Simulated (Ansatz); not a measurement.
Ansatz (a program for electronic structure) input (X2C-CCSD(T)/cc-pVTZ-DK):

Ansatz 0.2 input:
```yaml
crystal:
  periodic: [false, false, false]
  atoms:
    - {symbol: C, position_ang: [-0.82887003, 0.04033910, 0.27540525]}
    - {symbol: C, position_ang: [0.65302642, -0.04629898, -0.02558086]}
    - {symbol: Cl, position_ang: [1.33388926, -1.61785535, 0.59742071]}
    - {symbol: Cl, position_ang: [1.54924575, 1.29747360, 0.81855229]}
    - {symbol: Cl, position_ang: [-1.54790087, -1.30891407, -0.83225821]}
    - {symbol: Cl, position_ang: [-1.33073551, 1.63090185, -0.60926926]}
    - {symbol: H, position_ang: [0.97858506, 0.00845681, -1.06452024]}
basis:
  gaussian:
    orbitals: cc-pVTZ-DK
total_charge: -1
magnetization: {spin_polarized: false}
correlation: {method: ccsd_t, electrons: outside_noble_gas}
```

End of the output:

```
integrals: 0.96 GiB planned
1251 factors; integrals over basis functions are off by at most 1.2e-3 eV
mean field: 1.37 GiB planned
mean field evaluation 1: about -52243.2483 eV, gradient 3.3e1 eV
mean field evaluation 2: about -52243.6742 eV, gradient 3.3e1 eV
mean field evaluation 4: about -52247.0089 eV, gradient 3.8e0 eV
mean field evaluation 8: about -52247.1356 eV, gradient 5.7e-1 eV
mean field evaluation 16: about -52247.1403 eV, gradient 2.3e-6 eV
mean field -52247.14030991 eV, -1920.0469920055 hartree, gradient 2.3e-6 eV, S^2 0.000000; 0 other end points of the search recorded, 0 dependent functions left out
22 core orbitals not correlated
reference -52247.14030991 eV, -1920.0469920055 hartree; 19, 19 occupied and 169, 169 virtual orbitals, 1251 factors
second order -29.92378998 eV of doubles, -0.00000000 eV of singles
coupled cluster: 1.84 GiB planned
cycle   1  -30.61445159 eV  change   -6.9e-1 eV  update   1.2e-1
cycle   2  -31.33506797 eV  change   -7.2e-1 eV  update   3.8e-2
cycle   3  -31.50775964 eV  change   -1.7e-1 eV  update   1.8e-2
cycle   4  -31.49533482 eV  change    1.2e-2 eV  update   4.4e-3
cycle   5  -31.49308513 eV  change    2.2e-3 eV  update   2.0e-3
cycle   6  -31.49321578 eV  change   -1.3e-4 eV  update   7.9e-4
cycle   7  -31.49304820 eV  change    1.7e-4 eV  update   3.9e-4
cycle   8  -31.49301401 eV  change    3.4e-5 eV  update   1.6e-4
cycle   9  -31.49306856 eV  change   -5.5e-5 eV  update   7.6e-5
cycle  10  -31.49303416 eV  change    3.4e-5 eV  update   3.2e-5
perturbative correction -1.53971098 eV, -0.0565833349 hartree
Total energy: -52280.17305505 eV, -1921.2609229992 hartree
Relativity: scalar
```

It need not be the lowest isomer of its formula. Whether it binds its extra electron was not tested at this geometry.
